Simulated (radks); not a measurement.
Initial-state core-level shifts of the chromium ion Cr3+ when its valence configuration changes from [Ar] 3d3. Calculated with a radial shooting solver on a logarithmic mesh with Libxc functionals: scalar-relativistic Kohn-Sham, r2SCAN, spin-unpolarised, spherical densities, finite nucleus; meta-GGA in the generalised Kohn-Sham scheme; Fermi nuclear charge, rms radius 3.6452 fm. Shifts are changes of the shell-averaged eigenvalues in eV (positive: less bound); the change of the density at the nucleus, which sets a Mossbauer isomer shift, is in e/bohr^3, on a base of 1.15e+04.

| valence | 2s | 2p | 3s | 3p | density at nucleus |
|---|---|---|---|---|---|
| 3d1 4s2 | -21.275 | -21.150 | -16.309 | -15.677 | +28.812 |
| 3d2 4p1 | -11.251 | -11.186 | -9.088 | -8.760 | +3.160 |
| 3d0.5 4s2 4p0.5 | -27.779 | -27.627 | -21.112 | -20.316 | +31.965 |
| 3d1.5 4s1 4p0.5 | -16.122 | -16.025 | -12.645 | -12.164 | +15.206 |
| 3d2 4s1 | -10.125 | -10.060 | -7.979 | -7.665 | +12.996 |
| 3d2.5 4p0.5 | -5.516 | -5.483 | -4.517 | -4.354 | +1.504 |
| 3d0.5 4s1 4p1.5 | -28.848 | -28.694 | -22.137 | -21.327 | +20.431 |
| 4p3 | -36.593 | -36.411 | -27.919 | -26.941 | +11.397 |
| 3d2.5 4s0.5 | -4.950 | -4.917 | -3.948 | -3.794 | +6.243 |
